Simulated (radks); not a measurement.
Species: Nd. Configuration: [Xe] 4f4 6s2.

All-electron calculation, scalar-relativistic Kohn-Sham, PBE, spin-unpolarised, spherical densities, finite nucleus; Fermi nuclear charge, rms radius 4.9123 fm; hard spherical wall at 15 bohr. Program: a radial shooting solver on a logarithmic mesh with Libxc functionals.

Energy parts (eV):
part                      energy
total                 -261867.72
kinetic                278680.05
electron-nucleus      -635981.27
Hartree                101477.60
exchange-correlation    -6044.10

Orbitals (lengths in bohr, moments of r in powers of bohr; r(max) is where P^2 peaks):
| orbital | occ. | eigenvalue (eV) | r(max) | <1/r> |
|---|---|---|---|---|
| 1s | 2 | -43397.83 | 0.01510 | 66.04 |
| 2s | 2 | -7019.497 | 0.08550 | 15.26 |
| 2p | 6 | -6275.385 | 0.06892 | 14.39 |
| 3s | 2 | -1522.914 | 0.2437 | 5.562 |
| 3p | 6 | -1288.195 | 0.2387 | 5.256 |
| 3d | 10 | -962.4892 | 0.1961 | 4.988 |
| 4s | 2 | -302.8453 | 0.5651 | 2.326 |
| 4p | 6 | -225.9698 | 0.5899 | 2.143 |
| 4d | 10 | -116.6732 | 0.6185 | 1.873 |
| 5s | 2 | -40.4548 | 1.320 | 0.8972 |
| 5p | 6 | -22.0865 | 1.498 | 0.7548 |
| 6s | 2 | -3.4989 | 3.796 | 0.2822 |
| 5d | 0 | -1.9145 | 2.231 | 0.4064 |
| 4f | 4 | -1.7493 | 0.6625 | 1.240 |
| 6p | 0 | -1.2128 | 5.031 | 0.2060 |
| 7s | 0 | 0.3991 | 9.343 | 0.1441 |

The highest occupied level is 4f at -1.749 eV. The configuration is held as typed, so some empty levels lie below it. The density falls to 0.001 e/bohr^3 at r = 5.36 bohr. Summed over all electrons, <r^2> = 88.09 bohr^2, which gives a Langevin (diamagnetic) susceptibility term of -69.8 x 10^-6 cm^3/mol. The pressure on the wall is 0.000358 GPa.
